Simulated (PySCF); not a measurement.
CH₇AlOP₂, SMILES C[O][Al]([PH2])[PH2].

Geometry: PBE0-D3(BJ)/def2-SVP. One conformer was computed; it need not be the lowest.

Calculation: IEF-PCM-M06-2X/def2-SVP (PySCF 2.14.0).

The values are the electrostatic part of the solvation free energy, E(continuum) − E(gas) at the gas-phase geometry, in a cavity of scaled van der Waals radii (PySCF's table); cavitation and dispersion terms are not included. A continuum can't describe solvent molecules that bind to the metal. In vacuum the orbital gap is 7.64 eV. The dipole moment in vacuum is 1.85 D.

```tsv
solvent	ε	ΔG(elec) (kcal/mol)	dipole (D)	gap (eV)
water	78.36	-5.8	2.57	7.95
benzene	2.27	-2.4	2.12	7.76
2-propanol	19.26	-5.3	2.51	7.93
```
